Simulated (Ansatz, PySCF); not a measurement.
Members of the series GeXY, Y = hydroxy; each row names its spin state. Isolated molecules, 0 K electronic values unless said otherwise. One relaxed conformer stands for each flexible species; it need not be the lowest. Strings in code marks are SMILES.

Quantity: adiabatic spin-state energy, in kcal/mol. HF references are unrestricted for open shells and restricted for singlets. The restricted reference of `[OH][Ge][SiH3]` and `[BH2][Ge][OH]` is unstable towards unrestricted orbitals.

Level 1: frozen-core CCSD(T)/cc-pVTZ // B3LYP-D3(BJ)/def2-TZVP (Ansatz, a quantum-chemistry and plane-wave program)
Level 2: LDA/cc-pVTZ // B3LYP-D3(BJ)/def2-TZVP (Ansatz)
Level 3: PBE-D3(BJ)/def2-TZVP // B3LYP-D3(BJ)/def2-TZVP (PySCF)
Level 4: B3LYP/3-21G // B3LYP-D3(BJ)/def2-TZVP (PySCF)

| species | level 2 | level 3 | level 4 |
|---|---|---|---|
| `[NH2][Ge][OH]`: multiplicity 3 minus multiplicity 1 | 64.8 | 60.0 | 64.7 |
| `[OH][Ge][SiH3]`: multiplicity 3 minus multiplicity 1 | 33.1 | 30.0 | 34.6 |
| `O=[CH][Ge][OH]`: multiplicity 3 minus multiplicity 1 | 24.1 | 21.9 | 31.2 |
| `[OH][Ge][SH]`: multiplicity 3 minus multiplicity 1 | 59.7 | 55.6 | 56.7 |
| `[OH][Ge][OH]`: multiplicity 3 minus multiplicity 1 | 71.3 | 66.6 | 66.8 |
| `N#[C][Ge][OH]`: multiplicity 3 minus multiplicity 1 | 55.4 | 52.9 | 54.1 |
| `[BH2][Ge][OH]`: multiplicity 3 minus multiplicity 1 | 8.52 | 7.75 | 10.7 |
| `[OH][GeH]`: multiplicity 3 minus multiplicity 1 | 44.8 | 42.6 | 43.3 |

What does level 1 give for each?


- `[NH2][Ge][OH]`: multiplicity 3 minus multiplicity 1: 62.1
- `[OH][Ge][SiH3]`: multiplicity 3 minus multiplicity 1: 30.4
- `O=[CH][Ge][OH]`: multiplicity 3 minus multiplicity 1: 33.6
- `[OH][Ge][SH]`: multiplicity 3 minus multiplicity 1: 56.3
- `[OH][Ge][OH]`: multiplicity 3 minus multiplicity 1: 67.9
- `N#[C][Ge][OH]`: multiplicity 3 minus multiplicity 1: 53.7
- `[BH2][Ge][OH]`: multiplicity 3 minus multiplicity 1: 12.6
- `[OH][GeH]`: multiplicity 3 minus multiplicity 1: 42.6
